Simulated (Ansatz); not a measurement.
The same path of Cl3FGa (5 atoms, charge 0, multiplicity 2) was run 3 times with different band settings. Lost on the way: Ga1–F5.

Computed with Ansatz, UKS PBE0-D4/def2-SVP.

Relaxed end points:

```xyz
5
Properties=species:S:1:pos:R:3
Ga -0.032 0.165 0.632
Cl 0.230 -1.504 2.313
Cl 1.757 0.434 -0.473
Cl -1.952 0.066 -0.263
F -0.004 0.840 2.330
```

```xyz
5
Properties=species:S:1:pos:R:3
Ga -0.052 -0.016 -0.037
Cl 0.065 0.020 2.089
Cl 1.729 0.149 -1.172
Cl -1.946 -0.215 -0.964
F 0.204 0.062 4.625
```

Common settings: spring 5.0 eV/Å²; optimiser quadratic models (default); start path through a guess of the saddle point; force threshold 0.03 eV/Å; end points relaxed.

| run | movable images | climbing image | iteration limit |
| --- | --- | --- | --- |
| 1 | 9 | yes | 54 |
| 2 | 8 | no | 60 |
| 3 | 1 | yes | 60 |

What does each run give, and how far can it be trusted?

Run 1: converged after 12 iterations, highest image 1.497 eV above the first end. The highest image is an end point: on this band no image between the ends rises above it. A vibrational analysis next to that end finds imaginary modes (53i, 51i cm⁻¹), so it isn't a minimum.
Run 2: converged after 10 iterations, highest image 1.497 eV above the first end. The highest image is an end point: on this band no image between the ends rises above it.
Run 3: converged after 22 iterations, highest image 1.497 eV above the first end. The highest image is an end point: on this band no image between the ends rises above it. So few images can step over the top or miss a turn of the path.
